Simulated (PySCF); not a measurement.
CHO2, SMILES O=C=[OH+], charge +1. Geometry optimised at PBE-D3(BJ)/def2-TZVP. The isomer is the one that the SMILES or the coordinates give; other isomers of the formula were not compared.

Computed equilibrium geometry at PBE-D3(BJ)/def2-TZVP (PySCF confirms it by a frequency run) as Cartesian coordinates in Å, and its point group:
point group Cs.
```xyz
4

O     -0.0148     1.2431     0.0000
C     -0.0174     0.1079     0.0000
O      0.1144    -1.1117     0.0000
H     -0.6924    -1.6982     0.0000
```
Charge +1, spin multiplicity 1.
